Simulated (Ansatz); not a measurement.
Geometry optimisation, RKS B3LYP-D4/def2-SVP in Ansatz.

Input:

```yaml
crystal:
  periodic: [false, false, false]
  atoms:
    - { symbol: Al, position_ang: [0.0, 0.0, 0.0] }
    - { symbol: O, position_ang: [0.0, 0.0, 2.13] }
    - { symbol: H, position_ang: [-0.9095, -0.2814, 2.4671] }
    - { symbol: Cl, position_ang: [1.9312, 0.0, -1.115] }
    - { symbol: Cl, position_ang: [-1.9312, 0.0, -1.115] }
    - { symbol: O, position_ang: [0.4436, 1.9234, 0.6559] }
    - { symbol: Al, position_ang: [1.71, 2.3323, 1.838] }
    - { symbol: H, position_ang: [2.6373, 1.2138, 2.406] }
    - { symbol: H, position_ang: [1.8926, 3.8092, 2.306] }
    - { symbol: H, position_ang: [0.2803, 1.2152, 1.7601] }
basis:
  gaussian: { orbitals: def2-SVP }
hamiltonian:
  xc: b3lyp
  dispersion: d4
relax:
  f_tol: 0.15
  max_steps: 25
  restrain:
    - { distance: [0, 5], at: 1.78, k: 30.0 }
    - { distance: [9, 1], at: 1.01, k: 30.0 }
    - { distance: [0, 1], at: 2.98, k: 30.0 }
    - { distance: [9, 5], at: 2.21, k: 30.0 }
```

Command:

```bash
$ ansatz run input.yaml --threads 4 --pin off --max-ram 5120MiB --backend cpu --events-out ev --progress --plain --runs-dir out
```

Question: Where does it end, and by what steps?

Answer: The run converged. The restraints hold the end off the free minimum; the threshold counts their pulls, which the force column leaves out. Restrained pairs: Al1–O6 (2.08 → 1.74 Å), O2–H10 (1.30 → 0.99 Å), Al1–O2 (2.13 → 2.96 Å), O6–H10 (1.32 → 2.21 Å). After 15 steps the energy has fallen by 2.160 eV (the restraints' own energy left out); H10 moved furthest, 1.19 Å.

```tsv
step	energy less start (eV)	largest force component (eV/Å)	accepted
0	0.0000	3.130	yes
1	0.0329	3.550	yes
2	-0.4205	3.551	yes
3	-1.0558	2.278	yes
4	-1.7096	1.129	yes
5	-1.9213	1.224	yes
6	-2.0424	1.057	yes
7	-2.0670	0.923	no
8	-2.0776	1.061	yes
9	-2.1024	1.160	yes
10	-2.1174	1.152	yes
11	-2.1136	1.206	yes
12	-2.1210	1.186	yes
13	-2.1425	1.399	yes
14	-2.1567	1.338	yes
15	-2.1602	1.296	yes
```

```xyz
10
Properties=species:S:1:pos:R:3
Al 0.305 0.525 -0.267
O -0.505 -0.589 2.351
H -1.470 -0.487 2.346
Cl 1.710 -0.715 -1.195
Cl -1.654 0.618 -1.000
O 0.821 1.662 0.951
Al 2.005 2.664 1.681
H 3.407 2.036 2.048
H 1.608 4.159 1.998
H -0.172 0.340 2.420
```

Run time: 18 s on 4 threads of Intel(R) Xeon(R) 6975P-C (Granite Rapids), with other jobs on the host, peak memory 0.34 GiB.
